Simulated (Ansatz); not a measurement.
Basis-set series for `[Cl][Sb]([Cl])[Cl]`. Charge 0, multiplicity 1. Sb takes the def2 core potential. The structure was optimised at the PBE0-D4/def2-TZVP level.

| functional | basis | functions | energy (Eh) | HOMO (eV) | LUMO (eV) |
| --- | --- | --- | --- | --- | --- |
| PBE0-D4 | def2-SVP | 80 | -1620.08975 | -8.38 | -1.74 |
| PBE0-D4 | def2-TZVPP | 176 | -1620.58516 | -8.56 | -1.91 |
| ωB97M-V | def2-SVP | 80 | -1620.43140 | -10.33 | 0.22 |
| ωB97M-V | def2-TZVPP | 176 | -1620.92264 | -10.57 | -0.05 |

(1) Give the rows for def2-QZVPP. (Best estimate.)

Results:

(1) Computed: 
| functional | basis | functions | energy (Eh) | HOMO (eV) | LUMO (eV) |
| --- | --- | --- | --- | --- | --- |
| PBE0-D4 | def2-QZVPP | 292 | -1620.62935 | -8.59 | -1.96 |
| ωB97M-V | def2-QZVPP | 292 | -1620.96529 | -10.62 | -0.17 |
